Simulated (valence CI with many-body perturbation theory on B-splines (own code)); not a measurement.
## Level structure of Br22+

Method: configuration interaction combined with many-body perturbation theory (CI+MBPT): three valence electrons over a frozen Dirac-Fock core [Ne], a basis of 11 s, 11 p, 10 d, 8 f, 5 g, 2 h functions for each j, with the one-electron correlation potential Σ1, the two-electron term Σ2, the three-electron term Σ3, Breit, model QED; selected CI, second order for the rest, scaled by the run's own slope (own B-spline code, finite nucleus).

No measured levels were compared; by estimate levels of excited configurations hold to 0.05 to 0.15 % of their energy, terms of the ground configuration to about 0.5 %.

Levels 91 to 135 of 151, with energies above the lowest level, 3s²3p ²P°_1/2. "Leading %" is the weight of the configuration and term that name the level; weights of strongly mixed levels are sums over their largest components and can fall short, so below about 35 % the name and the second component can differ from the true leading terms, or belong to a minority configuration. Lifetimes count E1, E2, E3, M1 and M2 decay at the calculated energies, and are blank where another channel may lead or the interval is too uncertain; long ones can be off by a factor of two.

| No. | Configuration | Term | J | E (Ry) | Leading % | g | Lifetime |
| --- | --- | --- | --- | --- | --- | --- | --- |
| 91 | 3p3d² | ⁴D° | 1/2 | 21.709 | 45 | 1.157 | 13.4 ps |
| 92 | 3p3d² | ²F° | 7/2 | 21.761 | 52 | 1.237 | 16.3 ps |
| 93 | 3p3d² | ⁴G° | 11/2 | 21.763 | 100 | 1.271 | 32.3 ps |
| 94 | 3p3d² | ²F° | 5/2 | 21.819 | 42 | 1.057 | 18.8 ps |
| 95 | 3p3d² | ⁴F° | 3/2 | 21.822 | 55 | 0.775 | 9.94 ps |
| 96 | 3p3d² | ²H° | 9/2 | 21.941 | 45 | 1.033 | 21.0 ps |
| 97 | 3p3d² | ⁴F° | 5/2 | 21.946 | 63 | 1.138 | 9.78 ps |
| 98 | 3p3d² | ²D° | 3/2 | 21.985 | 44 | 0.937 | 14.3 ps |
| 99 | 3p3d² | ²G° | 7/2 | 22.015 | 45 | 1.050 | 13.1 ps |
| 100 | 3p3d² | ⁴P° | 3/2 | 22.176 | 76 | 1.681 | 12.2 ps |
| 101 | 3p3d² | ²G° | 7/2 | 22.222 | 45 | 1.058 | 13.0 ps |
| 102 | 3p3d² | ⁴F° | 9/2 | 22.255 | 73 | 1.238 | 11.5 ps |
| 103 | 3p3d² | ⁴D° | 5/2 | 22.269 | 50 | 1.267 | 16.2 ps |
| 104 | 3p3d² | ⁴D° | 7/2 | 22.373 | 70 | 1.362 | 14.1 ps |
| 105 | 3p3d² | ⁴P° | 1/2 | 22.448 | 52 | 2.269 | 10.8 ps |
| 106 | 3p3d² | ⁴P° | 5/2 | 22.502 | 42 | 1.409 | 9.76 ps |
| 107 | 3p3d² | ⁴D° | 3/2 | 22.520 | 41 | 1.134 | 7.11 ps |
| 108 | 3p3d² | ⁴D° | 1/2 | 22.595 | 89 | 0.121 | 7.22 ps |
| 109 | 3p3d² | ⁴D° | 7/2 | 22.631 | 89 | 1.400 | 7.82 ps |
| 110 | 3p3d² | ²G° | 9/2 | 22.633 | 51 | 1.070 | 16.0 ps |
| 111 | 3p3d² | ⁴D° | 5/2 | 22.644 | 46 | 1.438 | 9.19 ps |
| 112 | 3p3d² | ⁴D° | 3/2 | 22.700 | 51 | 1.214 | 7.37 ps |
| 113 | 3p3d² | ²H° | 11/2 | 22.831 | 99 | 1.090 | 25.8 ps |
| 114 | 3p3d² | ²P° | 1/2 | 22.925 | 87 | 0.615 | 8.28 ps |
| 115 | 3p3d² | ⁴S° | 3/2 | 23.039 | 85 | 1.947 | 5.70 ps |
| 116 | 3p3d² | ²F° | 5/2 | 23.060 | 82 | 0.922 | 8.17 ps |
| 117 | 3p3d² | ²F° | 7/2 | 23.226 | 89 | 1.120 | 11.4 ps |
| 118 | 3p3d² | ²D° | 3/2 | 23.346 | 75 | 0.900 | 7.50 ps |
| 119 | 3p3d² | ²P° | 1/2 | 23.368 | 97 | 0.666 | 11.2 ps |
| 120 | 3p3d² | ²F° | 7/2 | 23.529 | 58 | 1.055 | 7.25 ps |
| 121 | 3p3d² | ²D° | 5/2 | 23.535 | 84 | 1.152 | 7.38 ps |
| 122 | 3p3d² | ²G° | 9/2 | 23.788 | 97 | 1.110 | 7.70 ps |
| 123 | 3p3d² | ²F° | 5/2 | 23.837 | 98 | 0.857 | 9.10 ps |
| 124 | 3p3d² | ²P° | 3/2 | 23.851 | 90 | 1.313 | 12.3 ps |
| 125 | 3p3d² | ²G° | 7/2 | 23.968 | 60 | 0.991 | 8.03 ps |
| 126 | 3p3d² | ²D° | 3/2 | 24.288 | 86 | 0.863 | 6.15 ps |
| 127 | 3p3d² | ²D° | 5/2 | 24.305 | 95 | 1.202 | 6.77 ps |
| 128 | 3p3d² | ²P° | 1/2 | 24.568 | 97 | 0.663 | 5.58 ps |
| 129 | 3p3d² | ²P° | 3/2 | 24.691 | 85 | 1.283 | 5.61 ps |
| 130 | 3d³ | ⁴F | 3/2 | 28.328 | 97 | 0.407 | 7.26 ps |
| 131 | 3d³ | ⁴F | 5/2 | 28.384 | 99 | 1.028 | 7.56 ps |
| 132 | 3d³ | ⁴F | 7/2 | 28.448 | 98 | 1.231 | 7.92 ps |
| 133 | 3d³ | ⁴F | 9/2 | 28.514 | 94 | 1.319 | 8.31 ps |
| 134 | 3d³ | ²G | 7/2 | 28.842 | 97 | 0.894 | 9.27 ps |
| 135 | 3d³ | ²H | 9/2 | 28.842 | 51 | 1.015 | 10.4 ps |

Names give the largest LS component (configuration and term), which can be under half, so a name can repeat, a term be missing and a line seem to break the LS rules; names also repeat where a configuration has a term twice.
